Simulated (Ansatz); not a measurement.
The cluster WSe₂⁺, relaxed as a doublet with UKS PBE0-D4/def2-TZVP in Ansatz, starting from the GFN1-xTB geometry. Force threshold 0.02 eV/Å.

In the def2 sets W takes a core potential; there is no spin–orbit coupling. The charge 1 doublet is spin-contaminated (final ⟨S²⟩ up to 2.17, 0.75 for a pure state). Another isomer (quartet) lies 2.91 eV lower at PBE0-D4/def2-TZVP; other spin states weren't run for this one.

Start:

Cartesian coordinates in Å:
```
W 2.228 0.053 -0.016
Se -0.044 0.003 0.000
Se -2.183 -0.056 0.016
```

**Question.** Estimate the energy that the relaxation releases and the steps that it takes.

**Answer.** 0.03 eV, in 3 steps; 8.5 s on 4 threads of Intel Xeon Platinum 8488C on a shared host. No frequencies were taken in this run, so the end may be a saddle point.

**Question.** Does the start keep its bonding and symmetry?

**Answer.** By distances, no bond broke or formed. The bond that changes most is W1–Se2, from 2.27 to 2.22 Å (atoms count from 1). Point group C∞v at the start, C∞v at the end, both within 0.05 Å.

**Question.** Predict the relaxed structure.

**Answer.** 
```tsv
atom	x (Å)	y (Å)	z (Å)
W1	2.1918	0.0522	-0.0156
Se2	-0.0229	0.0037	-0.0004
Se3	-2.1689	-0.0559	0.0159
```
Bond lengths: 1 × Se–W 2.22 Å; 1 × Se–Se 2.15 Å.
